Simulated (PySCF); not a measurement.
Species: C6H12O.
Structure used (GFN2-xTB), in Å, numbered top down from 1:
```xyz
19
C6H12O angstrom
C     -1.4413   -1.1402    0.7406
C     -0.7641    0.1805    0.3854
C     -1.7520    1.1492   -0.2594
C      0.4061   -0.0675   -0.5639
C      1.6578   -0.7317    0.0283
C      2.3677    0.5595   -0.3802
O      1.1516    1.1224   -0.8708
H     -2.2602   -0.9664    1.4342
H     -1.8442   -1.6085   -0.1553
H     -0.7383   -1.8305    1.2014
H     -0.3658    0.6424    1.2954
H     -1.2277    2.0461   -0.5780
H     -2.2166    0.6922   -1.1307
H     -2.5323    1.4248    0.4462
H      0.0408   -0.5366   -1.4864
H      1.9969   -1.6328   -0.4746
H      1.6112   -0.9013    1.1010
H      2.7899    1.1527    0.4358
H      3.1108    0.4548   -1.1764
```

Jobs on this species (19 atoms, 56 electrons) with PySCF (density fitting). Hardware of each: one thread of an Arm Neoverse V2, no GPU, shared host. The host was shared with other jobs, so the times are rough. Peak memory is the resident size of the whole Python process, interpreter and libraries included.

```csv
level and settings,work,basis functions,SCF cycles,wall time,peak memory
"LDA/def2-SVPD, start guess atom, fitting basis def2-qzvpp-jkfit","3 singlets by full TDDFT, polarisability",239,?,?,?
"X3LYP/STO-3G, IEF-PCM dimethylsulfoxide, start guess sap","spin–spin couplings from 18 perturbed nuclei, spin–dipole term left out",47,10,7.3 s,0.68 GiB
wB97X/cc-pVDZ,"spin–spin couplings from 18 perturbed nuclei, spin–dipole term left out",158,12,39 s,0.85 GiB
KT2/6-31G,"shieldings, ring-centre shieldings, charges and field gradients, density and orbital grids written",87,14,20 s,0.61 GiB
```

Fill in the missing figures.

- LDA/def2-SVPD, start guess atom, fitting basis def2-qzvpp-jkfit; 3 singlets by full TDDFT, polarisability: 27 s, 0.83 GiB, 12 SCF cycles

What do all jobs in the table cost together?

About 93 s; the longest takes about 42 % of that, and about 5.3 times as long as the shortest.
